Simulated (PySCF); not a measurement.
Simulated absorption spectrum

Compound: [ICl2]- (charge -1).
SMILES: `Cl[I-]Cl`

Computed, not measured: TDDFT CAM-B3LYP/def2-SVPD, vertical, gas phase, core orbitals frozen in the response, def2 core potentials past Kr (PySCF). Isolated species at its PBE0-D3(BJ)/def2-SVP geometry, gas phase. Spin–orbit coupling is left out.

Computed states:

```tsv
state	E (eV)	f
S1	3.25	0.0000
S2	3.25	0.0000
S3	4.93	0.0075
S4	4.93	0.0075
S5	5.47	0.0000
S6	5.47	0.0000
S7	5.72	1.312
S8	6.19	0.0075
S9	6.19	0.0075
```

Each state is given a Gaussian of 0.25 eV full width at half maximum, with ε(max) = 2.175×10⁸ f / Δν̃ (Δν̃ the width in cm⁻¹). The width is an assumption, not a result. The curve ends short of the highest state used, and states not computed would add to its high-energy end.

Q: Give the broadened spectrum and its maxima.

A: 
```json
{"λ (nm)": "221.9", "ε (L mol⁻¹ cm⁻¹)": "65319"}
{"λ (nm)": "227.9", "ε (L mol⁻¹ cm⁻¹)": "4466"}
{"λ (nm)": "233.9", "ε (L mol⁻¹ cm⁻¹)": "63"}
{"λ (nm)": "239.8", "ε (L mol⁻¹ cm⁻¹)": "115"}
{"λ (nm)": "245.8", "ε (L mol⁻¹ cm⁻¹)": "869"}
{"λ (nm)": "251.8", "ε (L mol⁻¹ cm⁻¹)": "1609"}
{"λ (nm)": "257.7", "ε (L mol⁻¹ cm⁻¹)": "895"}
{"λ (nm)": "263.7", "ε (L mol⁻¹ cm⁻¹)": "172"}
{"λ (nm)": "269.7", "ε (L mol⁻¹ cm⁻¹)": "13"}
{"λ (nm)": "275.7", "ε (L mol⁻¹ cm⁻¹)": "0"}
{"λ (nm)": "281.6", "ε (L mol⁻¹ cm⁻¹)": "0"}
{"λ (nm)": "287.6", "ε (L mol⁻¹ cm⁻¹)": "0"}
{"λ (nm)": "293.6", "ε (L mol⁻¹ cm⁻¹)": "0"}
{"λ (nm)": "299.5", "ε (L mol⁻¹ cm⁻¹)": "0"}
{"λ (nm)": "305.5", "ε (L mol⁻¹ cm⁻¹)": "0"}
{"λ (nm)": "311.5", "ε (L mol⁻¹ cm⁻¹)": "0"}
{"λ (nm)": "317.5", "ε (L mol⁻¹ cm⁻¹)": "0"}
{"λ (nm)": "323.4", "ε (L mol⁻¹ cm⁻¹)": "0"}
{"λ (nm)": "329.4", "ε (L mol⁻¹ cm⁻¹)": "0"}
{"λ (nm)": "335.4", "ε (L mol⁻¹ cm⁻¹)": "0"}
{"λ (nm)": "341.3", "ε (L mol⁻¹ cm⁻¹)": "0"}
{"λ (nm)": "347.3", "ε (L mol⁻¹ cm⁻¹)": "0"}
{"λ (nm)": "353.3", "ε (L mol⁻¹ cm⁻¹)": "0"}
{"λ (nm)": "359.3", "ε (L mol⁻¹ cm⁻¹)": "0"}
{"λ (nm)": "365.2", "ε (L mol⁻¹ cm⁻¹)": "0"}
{"λ (nm)": "371.2", "ε (L mol⁻¹ cm⁻¹)": "0"}
{"λ (nm)": "377.2", "ε (L mol⁻¹ cm⁻¹)": "0"}
{"λ (nm)": "383.1", "ε (L mol⁻¹ cm⁻¹)": "0"}
{"λ (nm)": "389.1", "ε (L mol⁻¹ cm⁻¹)": "0"}
{"λ (nm)": "395.1", "ε (L mol⁻¹ cm⁻¹)": "0"}
{"λ (nm)": "401.0", "ε (L mol⁻¹ cm⁻¹)": "0"}
{"λ (nm)": "407.0", "ε (L mol⁻¹ cm⁻¹)": "0"}
{"λ (nm)": "413.0", "ε (L mol⁻¹ cm⁻¹)": "0"}
{"λ (nm)": "419.0", "ε (L mol⁻¹ cm⁻¹)": "0"}
{"λ (nm)": "424.9", "ε (L mol⁻¹ cm⁻¹)": "0"}
{"λ (nm)": "430.9", "ε (L mol⁻¹ cm⁻¹)": "0"}
```

Maxima: 252 nm (4.93 eV), ε about 1600, made up of S3 (50%) and S4 (50%) (ε in L mol⁻¹ cm⁻¹; maxima over ε = 5, shares over 10%). At its high-energy end, 5.59 eV, the curve is still rising (ε about 67000, from S7).

Q: Coming from long wavelengths, where does ε first pass 100 L mol⁻¹ cm⁻¹?

A: At about 265 nm (4.68 eV), 1.43 eV above S1.

Q: Does any computed singlet lie in the visible range?

A: 2 computed singlets (S1 to S2) lie in the visible range (380 to 750 nm), S1 for one at 381 nm, dark in the vertical dipole picture (f under 0.0005); light of that wavelength is violet, and its complementary colour is yellow-green; a Tamm–Dancoff triplet lies at 469 nm, without intensity as long as spin–orbit coupling is left out.

Q: On this curve, what absorbance would a 10⁻⁴ mol/L sample give at 248 nm over a 1 cm path?

A: 248 nm is 4.999 eV, where ε is about 1300 L mol⁻¹ cm⁻¹, so A = ε c l ≈ 0.13 (Beer–Lambert, with the gas-phase spectrum and the assumed width).

No detachment energy is given for this anion; states above it aren't bound, and a finite basis only mimics them.

Time: 5.1 s. Hardware: one thread, Arm Neoverse V1, shared host.
